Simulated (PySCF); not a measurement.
C$_{6}$H$_{15}$In (SMILES C[CH2][In]([CH2]C)[CH2]C), singlet, geometry from GFN2-xTB (such geometries of metal compounds can be far from the true shape) (core potentials on In); DF-R2SCAN/LANL2DZ (PySCF).

The PySCF input:
```python
from pyscf import gto, scf, dft

mol = gto.Mole()
mol.atom = '''
    In    0.076498   -0.222003    0.006935
    C     2.026727    0.157712   -1.135453
    C     2.361422    1.632523   -1.310681
    H     1.940668   -0.330837   -2.110567
    H     2.823570   -0.352094   -0.585294
    H     2.459952    2.125754   -0.342278
    H     1.580502    2.143040   -1.875223
    H     3.303963    1.759103   -1.849812
    C    -0.388337   -2.354361    0.698395
    C    -1.788722   -2.447163    1.289828
    H     0.358674   -2.650318    1.440403
    H    -0.286411   -3.031199   -0.154541
    H    -2.541258   -2.182195    0.544914
    H    -1.896925   -1.765122    2.135380
    H    -2.004192   -3.458981    1.642365
    C    -1.456862    1.394547    0.517766
    C    -1.145819    2.752423   -0.095090
    H    -1.503813    1.471069    1.607941
    H    -2.431155    1.035255    0.174024
    H    -1.109383    2.687111   -1.183689
    H    -0.183334    3.125902    0.256481
    H    -1.909693    3.487589    0.171479
'''
mol.basis = 'lanl2dz'
mol.ecp = {'In': 'lanl2dz'}
mol.charge = 0
mol.spin = 0
mol.verbose = 4
mol.build()

mf = dft.RKS(mol)
mf.xc = 'r2scan'
mf = mf.density_fit(auxbasis='def2-universal-jkfit')
mf.kernel()
```

Problem. What does PySCF print? Leave out banner, timings and long lists.

Solution. 
```
PySCF version 2.14.0

[INPUT] verbose = 4
[INPUT] num. atoms = 22
[INPUT] num. electrons = 54
[INPUT] charge = 0
[INPUT] spin (= nelec alpha-beta = 2S) = 0
[INPUT] symmetry False subgroup None
[INPUT] Mole.unit = angstrom
[INPUT] Symbol           X                Y                Z      unit          X                Y                Z       unit  Magmom
[INPUT]  1 In     0.076498000000  -0.222003000000   0.006935000000 AA    0.144560269077  -0.419524868832   0.013105250674 Bohr   0.0
[INPUT]  2 C      2.026727000000   0.157712000000  -1.135453000000 AA    3.829958959261   0.298032486557  -2.145695197316 Bohr   0.0
[INPUT]  3 C      2.361422000000   1.632523000000  -1.310681000000 AA    4.462440844523   3.085021362053  -2.476828126671 Bohr   0.0
[INPUT]  4 H      1.940668000000  -0.330837000000  -2.110567000000 AA    3.667331018707  -0.625191321873  -3.988393597545 Bohr   0.0
[INPUT]  5 H      2.823570000000  -0.352094000000  -0.585294000000 AA    5.335773993538  -0.665361230103  -1.106045362351 Bohr   0.0
[INPUT]  6 H      2.459952000000   2.125754000000  -0.342278000000 AA    4.648635559576   4.017092868199  -0.646811678464 Bohr   0.0
[INPUT]  7 H      1.580502000000   2.143040000000  -1.875223000000 AA    2.986715919327   4.049758673988  -3.543657892485 Bohr   0.0
[INPUT]  8 H      3.303963000000   1.759103000000  -1.849812000000 AA    6.243585195696   3.324222894901  -3.495638061934 Bohr   0.0
[INPUT]  9 C     -0.388337000000  -2.354361000000   0.698395000000 AA   -0.733850574035  -4.449097488357   1.319775276766 Bohr   0.0
[INPUT] 10 C     -1.788722000000  -2.447163000000   1.289828000000 AA   -3.380194692984  -4.624467852169   2.437421667796 Bohr   0.0
[INPUT] 11 H      0.358674000000  -2.650318000000   1.440403000000 AA    0.677795628002  -5.008375163005   2.721967179002 Bohr   0.0
[INPUT] 12 H     -0.286411000000  -3.031199000000  -0.154541000000 AA   -0.541238349063  -5.728135939055  -0.292040165016 Bohr   0.0
[INPUT] 13 H     -2.541258000000  -2.182195000000   0.544914000000 AA   -4.802281631860  -4.123750900395   1.029738221441 Bohr   0.0
[INPUT] 14 H     -1.896925000000  -1.765122000000   2.135380000000 AA   -3.584668728841  -3.335597156445   4.035283371874 Bohr   0.0
[INPUT] 15 H     -2.004192000000  -3.458981000000   1.642365000000 AA   -3.787373981044  -6.536526760074   3.103620046571 Bohr   0.0
[INPUT] 16 C     -1.456862000000   1.394547000000   0.517766000000 AA   -2.753070181286   2.635311897834   0.978435936612 Bohr   0.0
[INPUT] 17 C     -1.145819000000   2.752423000000  -0.095090000000 AA   -2.165284098323   5.201325648954  -0.179694057185 Bohr   0.0
[INPUT] 18 H     -1.503813000000   1.471069000000   1.607941000000 AA   -2.841794712561   2.779917520338   3.038568114459 Bohr   0.0
[INPUT] 19 H     -2.431155000000   1.035255000000   0.174024000000 AA   -4.594217116367   1.956348419087   0.328857699101 Bohr   0.0
[INPUT] 20 H     -1.109383000000   2.687111000000  -1.183689000000 AA   -2.096430037248   5.077903856306  -2.236848026660 Bohr   0.0
[INPUT] 21 H     -0.183334000000   3.125902000000   0.256481000000 AA   -0.346451049321   5.907098672230   0.484678846155 Bohr   0.0
[INPUT] 22 H     -1.909693000000   3.487589000000   0.171479000000 AA   -3.608796751999   6.590588045046   0.324048346114 Bohr   0.0

nuclear repulsion = 236.749972878991
number of shells = 64
number of NR pGTOs = 222
number of NR cGTOs = 92
basis = lanl2dz
ecp = {'In': 'lanl2dz'}

******** <class 'pyscf.df.df_jk.DFRKS'> ********
method = DFRKS
initial guess = minao
damping factor = 0
level_shift factor = 0
DIIS = <class 'pyscf.scf.diis.CDIIS'>
diis_start_cycle = 1
diis_space = 8
diis_damp = 0
SCF conv_tol = 1e-09
SCF conv_tol_grad = None
SCF max_cycles = 50
direct_scf = False
XC library pyscf.dft.libxc version 7.1.2
    S. Lehtola, C. Steigemann, M. J. T. Oliveira, and M. A. L. Marques,  SoftwareX 7, 1–5 (2018)
XC functionals = r2scan
    J. W. Furness, A. D. Kaplan, J. Ning, J. P. Perdew, and J. Sun,  J. Phys. Chem. Lett. 11, 8208–8215 (2020)
    J. W. Furness, A. D. Kaplan, J. Ning, J. P. Perdew, and J. Sun,  J. Phys. Chem. Lett. 11, 9248–9248 (2020)
    J. W. Furness, A. D. Kaplan, J. Ning, J. P. Perdew, and J. Sun,  J. Phys. Chem. Lett. 11, 8208–8215 (2020)
    J. W. Furness, A. D. Kaplan, J. Ning, J. P. Perdew, and J. Sun,  J. Phys. Chem. Lett. 11, 9248–9248 (2020)
radial grids:
    Treutler-Ahlrichs [JCP 102, 346 (1995); DOI:10.1063/1.469408] (M4) radial grids

becke partition: Becke, JCP 88, 2547 (1988); DOI:10.1063/1.454033
pruning grids: <function nwchem_prune>
grids dens level: 3
symmetrized grids: False
atomic radii adjust function: <function treutler_atomic_radii_adjust>
small_rho_cutoff = 0
Set gradient conv threshold to 3.16228e-05
Initial guess from minao.
tot grids = 253704
init E= -230.361037038178
  HOMO = -0.244567280428623  LUMO = -0.0116022611698436  gap/eV = 6.33930
cycle= 1 E= -239.055791319496  delta_E= -8.69  |g|= 0.841  |ddm|= 4.39
  HOMO = -0.124504035711443  LUMO = -0.0628057321969173  gap/eV = 1.67890
cycle= 2 E= -238.83853527809  delta_E= 0.217  |g|= 1.21  |ddm|= 2.41
  HOMO = -0.195622443295107  LUMO = -0.0530794311285767  gap/eV = 3.87879
cycle= 3 E= -239.321245341946  delta_E= -0.483  |g|= 0.04  |ddm|= 1.34
  HOMO = -0.187144143541569  LUMO = -0.043810160751347  gap/eV = 3.90032
cycle= 4 E= -239.321703896271  delta_E= -0.000459  |g|= 0.0283  |ddm|= 0.138
  HOMO = -0.188268844146521  LUMO = -0.046198486386638  gap/eV = 3.86593
cycle= 5 E= -239.321930916376  delta_E= -0.000227  |g|= 0.00922  |ddm|= 0.0451
  HOMO = -0.189469382926199  LUMO = -0.0471250292521042  gap/eV = 3.87339
cycle= 6 E= -239.321955188256  delta_E= -2.43e-05  |g|= 0.00355  |ddm|= 0.017
  HOMO = -0.189282987216043  LUMO = -0.0471919138883834  gap/eV = 3.86650
cycle= 7 E= -239.321958933913  delta_E= -3.75e-06  |g|= 0.00103  |ddm|= 0.0054
  HOMO = -0.189280513205478  LUMO = -0.0471165258446735  gap/eV = 3.86848
cycle= 8 E= -239.321959316268  delta_E= -3.82e-07  |g|= 0.000128  |ddm|= 0.00181
  HOMO = -0.189283518834836  LUMO = -0.0471189741400924  gap/eV = 3.86849
cycle= 9 E= -239.321959321498  delta_E= -5.23e-09  |g|= 5.55e-05  |ddm|= 0.000299
  HOMO = -0.189282481182373  LUMO = -0.0471197130872323  gap/eV = 3.86845
cycle= 10 E= -239.321959322426  delta_E= -9.28e-10  |g|= 1.66e-05  |ddm|= 9.39e-05
  HOMO = -0.189284268186449  LUMO = -0.0471197392734908  gap/eV = 3.86849
Extra cycle  E= -239.321959322172  delta_E= 2.53e-10  |g|= 3.25e-05  |ddm|= 6.79e-05
converged SCF energy = -239.321959322172
```
